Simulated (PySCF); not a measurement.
Question: Write a Z-matrix for `CCCN([SiH3])[SiH3]` as optimised with PBE0-D3(BJ)/def2-SVP.

Answer: 
Z-matrix in Å and degrees, rows numbered from 1:
```
C 
C   1  1.5194
C   2  1.5253  1  112.63
N   3  1.4636  2  114.32  1   179.86
Si  4  1.7450  3  117.64  2    85.93
Si  4  1.7445  3  117.30  2   -90.24
H   1  1.1021  2  111.36  3    59.76
H   1  1.1021  2  111.38  3   -60.02
H   1  1.0999  2  111.53  3   179.85
H   2  1.1036  1  110.13  3  -121.80
H   2  1.1035  1  110.24  3   121.74
H   3  1.1067  2  109.09  1    57.15
H   3  1.1068  2  109.19  1   -57.25
H   5  1.4977  4  109.22  3    50.64
H   5  1.4994  4  113.40  3   -68.33
H   5  1.4911  4  108.52  3   171.12
H   6  1.4912  4  108.51  3  -173.55
H   6  1.4995  4  113.02  3    65.97
H   6  1.4977  4  109.59  3   -53.02
```

Si5 (SiH3 silicon) is distorted tetrahedral (angles from 106.8° to 113.4°). Of the pairs four or more bonds apart, Si5···H10 is among the closest relative to their van der Waals radii: 3.20 Å, 97 % of the sum of Bondi's values. N4 (nitrogen bridging silicon atoms) is planar (angles 124.9°, 117.6° and 117.3°, sum 359.9°, 0.03 Å off the plane of its three neighbours).

Method: PBE0-D3(BJ)/def2-SVP geometry optimisation, gas phase in PySCF 2.14.0.

Point group: near Cs, missed by 0.10 Å at most; the miss may be what the optimiser left on a soft mode. No frequency check. One conformer, not necessarily the lowest (C1–C2–C3–N4 180°, C2–C3–N4–Si5 86°).
